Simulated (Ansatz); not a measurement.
PBE exchange is replaced step by step with exact exchange (0 % is PBE, 25 % PBE0; no dispersion term), basis def2-TZVP, Ansatz. System: (LiF)4 ring (Li₄F₄). Total charge 0; singlet. Geometry: PBE-D4/def2-SVP.

Geometry of the singlet:

Cartesian coordinates in Å:
```
Li 0.106 -2.039 -0.675
F 0.465 -1.977 0.972
Li 0.522 -0.628 1.984
F 0.308 1.044 1.973
Li -0.107 2.039 0.675
F -0.465 1.977 -0.972
Li -0.520 0.629 -1.984
F -0.308 -1.044 -1.973
```

```csv
exact exchange (%),HOMO (eV),LUMO (eV),gap (eV)
5,-7.84,-0.73,7.11
10,-8.23,-0.61,7.62
15,-8.62,-0.49,8.14
25,-9.42,-0.26,9.16
35,-10.23,-0.04,10.20
50,-11.47,0.28,11.74
```

(1) Estimate the row for 0 %.

Answers

(1) 
```
exact exchange (%)  HOMO (eV)  LUMO (eV)  gap (eV)
                 0      -7.45      -0.85      6.60
```
